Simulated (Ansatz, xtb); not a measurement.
C2H11ClSi3: which of two isomers lies lower

Structure X is `C[Si](C)([SiH3])[SiH2]Cl`, a singlet and structure Y is `C[C@H]([SiH2][SiH3])[SiH2]Cl`, a singlet. Both are isolated molecules in the gas phase, relaxed with B3LYP-D3(BJ)/def2-SVP; each stands in its lowest conformer found.

Quicker runs give these differences E(Y) − E(X): GFN2-xTB −9.3 kcal/mol; HF/STO-3G +17.2 kcal/mol (at GFN2-xTB geometries); r2SCAN-D4/def2-SVP +10.7 kcal/mol (at GFN2-xTB geometries).

Question: Estimate E(Y) − E(X) at the level CCSD(T)/def2-SVP + ΔMP2/def2-TZVPP.

Answer: Calculated at CCSD(T)/def2-SVP + ΔMP2/def2-TZVPP: E(Y) − E(X) = +10.0 kcal/mol, so structure X lies lower.

How the difference moves with the method:

```
                             level               geometry  E(Y) − E(X) (kcal/mol)  departure from the last row (kcal/mol)  job, with rough time for the two
                          GFN2-xTB               GFN2-xTB                      −9.3                                   −19.3              optimisation, 0.39 s
                         HF/STO-3G               GFN2-xTB                     +17.2                                    +7.2               single point, 0.5 s
                r2SCAN-D4/def2-SVP               GFN2-xTB                     +10.7                                    +0.7               single point, 5.4 s
             B3LYP-D3(BJ)/def2-SVP  B3LYP-D3(BJ)/def2-SVP                      +9.3                                    −0.7                optimisation, 70 s
                       HF/def2-SVP  B3LYP-D3(BJ)/def2-SVP                      +8.7                                    −1.3           part of the CCSD(T) run
                      MP2/def2-SVP  B3LYP-D3(BJ)/def2-SVP                      +7.3                                    −2.6           part of the CCSD(T) run
                  CCSD(T)/def2-SVP  B3LYP-D3(BJ)/def2-SVP                      +7.6                                    −2.3                      single point
CCSD(T)/def2-SVP + ΔMP2/def2-TZVPP  B3LYP-D3(BJ)/def2-SVP                     +10.0                                                        single point, 86 s
```

As drawn, Y has 1 C–C, 2 Si–H in place of 1 Si–Si, 2 C–H.

GFN2-xTB puts the two in the other order. The largest departure from CCSD(T)/def2-SVP + ΔMP2/def2-TZVPP is that of GFN2-xTB, 19.3 kcal/mol. The last row adds to CCSD(T) the change of the MP2 difference between the two basis sets, here +2.3 kcal/mol.

With thermal terms from frequencies at re-optimised GFN2-xTB minima (ideal gas, soft modes damped towards free rotors, one conformer each, 298.15 K, 1 atm): the zero-point term adds −1.5 kcal/mol; ΔH is +7.5 and ΔG +10.2 kcal/mol.

The correlated steps freeze 22 core orbitals. Mirror images aren't counted in ΔG. Programs: Ansatz 0.2.0, xtb 6.7.1; the last row on 4 threads of Arm Neoverse V1 on a shared host.
